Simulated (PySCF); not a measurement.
BF3.
Z-matrix (Å and degrees, PBE0-D3(BJ)/def2-TZVP geometry), rows numbered from 1:
```
F 
B   1  1.3111
F   2  1.3110  1  120.01
F   2  1.3110  1  120.07  3   179.94
```

Method: TDDFT CAM-B3LYP/aug-cc-pVTZ, vertical, gas phase, core orbitals frozen in the response in PySCF 2.14.0, density-fitted response routines. Isolated species at its PBE0-D3(BJ)/def2-TZVP geometry, gas phase.

Frontier orbitals with the atoms that hold most of them (Löwdin shares over 4%, at most four atoms; ? is withheld):

```tsv
orbital	ε (eV)	atoms
LUMO+2	0.98	B2 92%
LUMO+1	0.83	B2 85%, F1 5%, F4 5%, F3 5%
LUMO	0.26	?
HOMO	?	F3 29%, F4 29%, F1 29%, B2 13%
HOMO-1	-14.73	F3 57%, F4 27%, B2 11%, F1 6%
HOMO-2	-14.74	F1 54%, F4 33%, B2 11%
HOMO-3	-14.99	F1 44%, F4 29%, F3 19%, B2 8%
```

**Question.** Which atoms hold the LUMO, and with what shares?

**Answer.** B2 (bonded to 3 F) 84%; F1 (bonded to B) 5%; F4 (bonded to B) 5%; F3 (bonded to B) 5%. By element: boron 84%, fluorine 16%.

**Question.** What is the HOMO energy, and the HOMO–LUMO gap?

**Answer.** ε(HOMO) = -13.87 eV; the gap is 14.13 eV (0.5192 hartree).

Within 0.005 eV of a neighbour in this list lie HOMO-2/HOMO-1 (point group found: D3h); within a degenerate set the shares of single atoms can hang on how the components are chosen.

**Question.** How does S1 compare with the orbital gap of 14.13 eV?

**Answer.** S1 is at 10.66 eV (f = 0.0000), 3.47 eV below the gap, made of HOMO→LUMO (93%). 

Next come S2 at 10.76 eV (f 0.0000), HOMO→LUMO+4 (69%), HOMO→LUMO+1 (30%); S3 at 11.49 eV (f 0.0000), HOMO-2/HOMO-1→LUMO (≥91%); S4 at 11.49 eV (f 0.0000), HOMO-2/HOMO-1→LUMO (≥91%); S5 at 11.74 eV (f 0.046), HOMO-3→LUMO (75%), HOMO→LUMO+2 (10%).

Orbitals of the list HOMO-3 to LUMO+2 that lie within 0.01 eV of each other are written together with a slash and their weights summed (≥ marks a lower bound); for degenerate orbitals outside that list single weights are arbitrary.

Time: 4.9 s; peak memory 0.63 GiB. Hardware: AMD EPYC 9R45, one thread, no GPU, shared host.
